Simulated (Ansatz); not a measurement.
```yaml
crystal:
  periodic: [false, false, false]
  atoms:
    - {symbol: C, position_ang: [-1.209155, -0.883669, -0.725246]}
    - {symbol: C, position_ang: [-0.121264, -0.258789, 0.137725]}
    - {symbol: C, position_ang: [-0.155070, -0.822547, 1.546869]}
    - {symbol: Ga, position_ang: [1.665102, -0.210392, -0.820476]}
    - {symbol: C, position_ang: [-0.234061, 1.253893, 0.135172]}
    - {symbol: O, position_ang: [0.508219, 1.669310, -1.046089]}
    - {symbol: H, position_ang: [-1.060531, -1.961292, -0.833183]}
    - {symbol: H, position_ang: [-2.203134, -0.733407, -0.279994]}
    - {symbol: H, position_ang: [-1.228342, -0.457741, -1.731977]}
    - {symbol: H, position_ang: [-0.026757, -1.908143, 1.536550]}
    - {symbol: H, position_ang: [0.634683, -0.404235, 2.177351]}
    - {symbol: H, position_ang: [-1.117026, -0.623780, 2.040482]}
    - {symbol: H, position_ang: [2.921871, 0.269370, 0.010235]}
    - {symbol: H, position_ang: [1.839866, -0.825876, -2.257440]}
    - {symbol: H, position_ang: [-1.260492, 1.634495, 0.055864]}
    - {symbol: H, position_ang: [0.239774, 1.682815, 1.023948]}
    - {symbol: H, position_ang: [0.806308, 2.580006, -0.969799]}
basis:
  gaussian: {orbitals: def2-mTZVP}
total_charge: 1
magnetization: {spin_polarized: true, initial_magnetization: 1}
hamiltonian: {xc: {name: PBE0-DH}, pseudopotentials: {relativity: none}}
scf: {lower_state_search: full}
output: {forces: true}
```

```sh
$ ansatz run in.yaml --threads 2 --pin off --events-out ev --progress --plain --max-ram 32768MiB --backend cpu
```

Output, abridged:

```
Functional definition: PBE0-DH
1645 factors; integrals over basis functions are off by at most 1.3e-3 eV
mean field evaluation 1: about -58703.9551 eV, gradient 6.2e1 eV
mean field evaluation 2: about -58704.0607 eV, gradient 6.2e1 eV
mean field evaluation 4: about -58720.7061 eV, gradient 1.4e1 eV
mean field evaluation 8: about -58722.2059 eV, gradient 2.6e0 eV
mean field evaluation 16: about -58723.4313 eV, gradient 5.2e-1 eV
mean field evaluation 32: about -58719.9499 eV, gradient 5.9e0 eV
mean field evaluation 64: about -58723.4450 eV, gradient 2.1e-3 eV
mean field evaluation 96: about -58723.4450 eV, gradient 1.6e-3 eV
mean field evaluation 128: about -58723.4450 eV, gradient 3.8e-4 eV
mean field -58723.44504231 eV, -2158.0468011241 hartree, gradient 2.2e-6 eV, S^2 0.756206; 5 other end points of the search recorded, 0 dependent functions left out
14 core orbitals not correlated: weight in the atoms' cores, before any rotation towards them, 1.000 or more for the frozen orbitals, at most 0.000 for the correlated occupied ones
reference -58723.44506608 eV, -2158.0468019976 hartree; 23, 22 occupied and 132, 133 virtual orbitals, 1645 factors
second order -31.28751092 eV of doubles, -0.00000000 eV of singles
Total energy: -58727.35600494 eV, -2158.1905263500 hartree
Atom 0 at    -1.209155    -0.883669    -0.725246 Å, force     1.174785    -0.510453    -1.005380 eV/Å
Atom 1 at    -0.121264    -0.258789     0.137725 Å, force    -5.047976    -0.026654     2.510154 eV/Å
Atom 2 at    -0.155070    -0.822547     1.546869 Å, force     1.338800    -0.362165    -0.370341 eV/Å
Atom 3 at     1.665102    -0.210392    -0.820476 Å, force     2.517689     0.882143    -1.709789 eV/Å
Atom 4 at    -0.234061     1.253893     0.135172 Å, force     1.363825     0.995526    -0.377627 eV/Å
Atom 5 at     0.508219     1.669310    -1.046089 Å, force    -0.086850    -0.708269     0.288344 eV/Å
Atom 6 at    -1.060531    -1.961292    -0.833183 Å, force    -0.137623     0.123479     0.067874 eV/Å
Atom 7 at    -2.203134    -0.733407    -0.279994 Å, force     0.364309     0.134420     0.210315 eV/Å
Atom 8 at    -1.228342    -0.457741    -1.731977 Å, force    -0.086838    -0.014133     0.157758 eV/Å
Atom 9 at    -0.026757    -1.908143     1.536550 Å, force    -0.140544     0.126126     0.035426 eV/Å
Atom 10 at     0.634683    -0.404235     2.177351 Å, force    -0.192979    -0.010042    -0.036729 eV/Å
Atom 11 at    -1.117026    -0.623780     2.040482 Å, force     0.068435     0.141878    -0.350212 eV/Å
Atom 12 at     2.921871     0.269370     0.010235 Å, force    -0.590843    -0.120608     0.404213 eV/Å
Atom 13 at     1.839866    -0.825876    -2.257440 Å, force    -0.619342    -0.141226     0.286132 eV/Å
Atom 14 at    -1.260492     1.634495     0.055864 Å, force     0.093431    -0.534847     0.051016 eV/Å
Atom 15 at     0.239774     1.682815     1.023948 Å, force    -0.110403    -0.086282    -0.153473 eV/Å
Atom 16 at     0.806308     2.580006    -0.969799 Å, force     0.092126     0.111107    -0.007680 eV/Å
Dipole moment:    -0.456759     0.279419     0.407359 e Å
```

It took 66 s on 2 threads of an AMD EPYC 7R13 on a shared host, with 1 GiB of host memory at the peak.
